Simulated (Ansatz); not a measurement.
Ansatz (a program for electronic structure) input:
A basis named .json is the Basis Set Exchange file of that set.

Ansatz 0.2 input:
```yaml
crystal:
  periodic: [false, false, false]
  atoms:
    - {symbol: Pb, position_ang: [0.02086656, 0.01693308, 1.04302313]}
    - {symbol: I, position_ang: [1.18065540, -2.06159459, -0.79755337]}
    - {symbol: I, position_ang: [-1.21293952, 2.03539625, -0.81618054]}
basis:
  gaussian:
    orbitals: def2-QZVPP.json
    fitting: {mean_field: def2-universal-jkfit, correlation: def2-QZVPP-RIFIT.json}
total_charge: -1
magnetization: {spin_polarized: true, initial_magnetization: 1}
correlation: {method: mp2, electrons: outside_noble_gas}
```

Problem. What final total energy does it print?

Solution. -785.74420 Eh (RI-MP2/def2-QZVPP). The basis has 246 functions.
